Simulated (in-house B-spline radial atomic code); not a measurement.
# The ruthenium ion Ru⁸⁺: [Ne] 3s1 3p6 3d10 4s2 4p6 4d1 (with a hole in an inner shell)

Level of theory: Dirac-Hartree-Fock, average of configuration, Fermi nucleus of rms radius 4.4809 fm; calculated with an all-electron radial atomic-structure program (B-spline basis).

Screening seen three ways: the hydrogenic charge with the same mean radius, Z_r = [3n² - l(l+1)]/(2<r>), the one with the same energy, Z_e = n√(-2ε), and Slater's rules. Values are occupation-weighted means over j. An effective charge above Z reflects the relativistic contraction of the inner shells.

```json
{"shell": "1s", "electrons": "2", "ε (eV)": "-22424", "<r> (bohr)": "0.03343", "Z_r": "44.87", "Z_e": "40.60", "Slater": "43.70"}
{"shell": "2s", "electrons": "2", "ε (eV)": "-3445.8", "<r> (bohr)": "0.1451", "Z_r": "41.35", "Z_e": "31.83", "Slater": "39.85"}
{"shell": "2p", "electrons": "6", "ε (eV)": "-3101.1", "<r> (bohr)": "0.1268", "Z_r": "39.44", "Z_e": "30.19", "Slater": "39.85"}
{"shell": "3s", "electrons": "1", "ε (eV)": "-772.18", "<r> (bohr)": "0.3991", "Z_r": "33.83", "Z_e": "22.60", "Slater": "33.10"}
{"shell": "3p", "electrons": "6", "ε (eV)": "-648.01", "<r> (bohr)": "0.3965", "Z_r": "31.53", "Z_e": "20.70", "Slater": "33.10"}
{"shell": "3d", "electrons": "10", "ε (eV)": "-462.84", "<r> (bohr)": "0.3763", "Z_r": "27.90", "Z_e": "17.50", "Slater": "23.85"}
{"shell": "4s", "electrons": "2", "ε (eV)": "-225.25", "<r> (bohr)": "0.9513", "Z_r": "25.23", "Z_e": "16.28", "Slater": "17.10"}
{"shell": "4p", "electrons": "6", "ε (eV)": "-185.9", "<r> (bohr)": "1.014", "Z_r": "22.68", "Z_e": "14.79", "Slater": "17.10"}
{"shell": "4d", "electrons": "1", "ε (eV)": "-133.79", "<r> (bohr)": "1.15", "Z_r": "18.26", "Z_e": "12.54", "Slater": "9.00"}
```

The least bound orbital is 4d5/2 at -133.5 eV, and it is also the most diffuse (<r> = 1.153 bohr). The part-filled 3s shell lies below the filled 4p shell in orbital energy.

Spin-orbit splittings of the orbital energies (j = l + 1/2 above j = l - 1/2 when positive): 2p 131.8 eV, 3p 23.65 eV, 3d 4.59 eV, 4p 4.488 eV, 4d 0.648 eV.

For the 1s electron the small component carries 2.58 % of the norm, the zero-frequency Breit interaction raises the level by 44.83 eV, self-energy by 24.78 eV, and vacuum polarisation lowers it by 2.96 eV.
